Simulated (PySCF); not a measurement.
# Pr (praseodymium, neutral) across methods

[Xe] 4f3 5d1 6s1, one real determinant (an excited configuration). Computed with PySCF 2.14 in ANO-RCC-VTZP, with scalar relativity by spin-free X2C-1e.

| method | E (hartree) | mean ε 4f α (eV) | mean ε 6s α (eV) | mean ε 5d α (eV) | Σ⟨r²⟩ (bohr²) | ⟨S²⟩ |
| --- | --- | --- | --- | --- | --- | --- |
| UHF | -9232.62751 | -8.627 | -4.482 | -4.119 | 85.22 | 8.755 |
| r2SCAN | -9236.21 | -1.430 | -3.269 | -1.990 | 83.18 | 8.753 |
| LDA | -9228.64 | -0.683 | -3.321 | -1.565 | 81.87 | 8.751 |
| PBE | -9235.85 | -0.734 | -3.147 | -1.625 | 82.50 | 8.751 |
| PBE0 | -9235.84 | -2.727 | -3.566 | -2.369 | 82.53 | 8.752 |

⟨L²⟩ = 40.05 against 72 for a pure L term, so this real determinant mixes terms. Spin-orbit coupling, absent here, splits the open shell strongly.
